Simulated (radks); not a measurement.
Species: Cu4+. Configuration: [Ar] 3d7. All-electron calculation, Dirac Kohn-Sham, PBE, spin-unpolarised, spherical densities, point nucleus; open shells are shared between the two j in proportion to 2j + 1. Program: a radial shooting solver on a logarithmic mesh with Libxc functionals.

Unscreened Slater integrals over Kohn-Sham orbitals (eV). Large and small components are both included.

| integral | value |
|---|---|
| F0(3d5/2,3d5/2) | 31.014 |
| F2(3d5/2,3d5/2) | 14.636 |
| F4(3d5/2,3d5/2) | 9.1631 |
| F0(3d5/2,3d3/2) | 31.084 |
| F2(3d5/2,3d3/2) | 14.667 |
| G2(3d5/2,3d3/2) | 14.650 |
| G4(3d5/2,3d3/2) | 9.1715 |
| F0(3d5/2,3p3/2) | 32.191 |
| F2(3d5/2,3p3/2) | 15.400 |
| G1(3d5/2,3p3/2) | 18.899 |
| G3(3d5/2,3p3/2) | 11.585 |
| F0(3d5/2,3p1/2) | 32.392 |
| G3(3d5/2,3p1/2) | 11.663 |
| F0(3d3/2,3d3/2) | 31.155 |
| F2(3d3/2,3d3/2) | 14.697 |
| F0(3d3/2,3p3/2) | 32.265 |
| F2(3d3/2,3p3/2) | 15.429 |
| G1(3d3/2,3p3/2) | 18.918 |
| G3(3d3/2,3p3/2) | 11.598 |
| F0(3d3/2,3p1/2) | 32.467 |
| G1(3d3/2,3p1/2) | 19.092 |
| F0(3p3/2,3p3/2) | 33.715 |
| F2(3p3/2,3p3/2) | 16.900 |
| F0(3p3/2,3p1/2) | 33.931 |
| G2(3p3/2,3p1/2) | 16.986 |
| F0(3p1/2,3p1/2) | 34.152 |
